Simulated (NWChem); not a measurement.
System: SnF$_{3}$ cation; SMILES [F][Sn+]([F])[F]

Here is an NWChem input.

```
start job
memory heap 200 mb stack 900 mb global 1100 mb
charge 1
geometry units angstroms
  Sn     0.000000     0.000000     0.000000
  F      1.808369    -0.484551     0.000000
  F     -1.323818    -1.323818     0.000000
  F     -0.484551     1.808369     0.000000
end
basis spherical
  Sn library sto-3g
  F library sto-3g
end
dft
  xc hfexch
  iterations 150
end
driver
  maxiter 120
end
task dft optimize
task dft freq
```

The level has its own optimisation; frequencies are unscaled.

### Question
Give the results of this calculation. (Hartree-Fock/STO-3G, non-relativistic.) Quantities: r F–Sn (Å); highest harmonic frequency (cm⁻¹); lowest (cm⁻¹); zero-point energy (kcal/mol).

### Answer
```
Property                           Value
---------------------------------  -----
r F–Sn (Å)                         1.849
highest harmonic frequency (cm⁻¹)    703
lowest (cm⁻¹)                        148
zero-point energy (kcal/mol)         3.6
```
